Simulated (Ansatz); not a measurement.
`[SiH3][SiH]1OPS1`. The species carries charge 0 and has multiplicity 1. All single points use the PBE0-D4/def2-TZVP geometry.

```xyz
10

Si   -0.318    0.666    1.500
Si   -0.570   -0.738   -0.359
O    -0.518    0.114   -1.801
P     1.016   -0.252   -2.329
S     1.219   -1.815   -0.846
H    -0.155   -0.186    2.709
H    -1.509    1.539    1.677
H     0.893    1.508    1.321
H    -1.783   -1.593   -0.277
H     1.725    0.758   -1.595
```

What is the dipole moment at PBE/def2-TZVPP? (Estimate.)

The calculation gave: 1.14 D, with components (-0.28, 0.59, 0.93) D in this frame, pointing from negative to positive charge.

And with r2SCAN, B3LYP, ωB97M-V? (Best estimate.)

Ansatz gave: r2SCAN 1.24 D, B3LYP 1.16 D, ωB97M-V 1.15 D.

Give the Mulliken charges with PBE, ωB97M-V, B3LYP in def2-TZVPP. (Estimate.)

Ansatz gave: 
```csv
atom,PBE,ωB97M-V,B3LYP
Si1,0.08,0.03,0.14
Si2,0.46,0.42,0.52
O3,-0.35,-0.42,-0.44
P4,0.23,0.26,0.30
S5,-0.27,-0.27,-0.31
H6,-0.03,-0.01,-0.05
H7,-0.04,-0.01,-0.05
H8,-0.03,-0.01,-0.05
H9,-0.07,-0.03,-0.07
H10,0.02,0.04,0.01
```

B3LYP here is the variant with VWN-RPA as its local correlation; programs differ in this.
